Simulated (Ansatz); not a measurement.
## One step, two centres

1,2-elimination, with the central atom changed down its group and all else kept; in the first member these bonds form or tighten: C–H; these break or loosen: C–Ge, H–N.

Gas-phase electronic energies, without zero-point energy, by CCSD(T) at an estimated basis limit (MP2 extrapolated from triple and quadruple zeta, plus CCSD(T) − MP2 in triple zeta); Ansatz 0.2.0, def2-TZVPP and QZVPP, frozen cores, core potentials past krypton, on PBE0-D4/def2-TZVP structures. Extrapolation: Hartree–Fock as exp(−7.88 √X), correlation as X^−2.97. All energies, in kJ/mol, count from the reactant; the end structure is reached by relaxing down from the saddle. Brackets give SMILES, or, where every atom is bracketed, only which atoms are joined. Steps whose reference was doubtful or whose search ended elsewhere are left out.

| reactants | products | saddle | end structure | saddle by PBE0-D4/TZ |
| --- | --- | --- | --- | --- |
| CH₇GeN ([CH3][GeH2][NH2]) | GeNH₃ ([NH][GeH2]) + CH₄ | 372.4 | 194.5 | 363.0 |
| CH₇NSn ([CH3][SnH2][NH2]) | SnNH₃ ([NH][SnH2]) + CH₄ | ? | 197.1 | 343.6 |

Task: What is the height of the saddle for CH₇NSn ([CH3][SnH2][NH2])? (An estimate is asked for; the value comes from the calculation.)

Result: The calculation gives: 349.3 kJ/mol relative to the reactant, the lower of the two.

The saddle falls down the group: the larger centre, with longer and weaker bonds, takes on an extra partner at less cost.

Task: How do the PBE0-D4 saddles lie against the coupled-cluster estimate?

Result: Both lower, by 5.7 to 9.4 kJ/mol.

T1 diagnostic: at most 0.022. The restricted Hartree–Fock reference is unstable towards an unrestricted one at one or more of these structures. The filled d shells of Ge, Sn are correlated in sets not built for that, so values that involve them are less sure.

For scale, one of the runs: CCSD(T)/def2-TZVPP, 210 basis functions, launched by `ansatz run in.yaml --threads 4 --pin off --events-out ev --progress --plain --max-ram 9574MiB`. Time: 85 s of wall clock on 4 CPU threads of an Arm Neoverse V1; the host was shared. Peak host memory: 3.2 GiB.
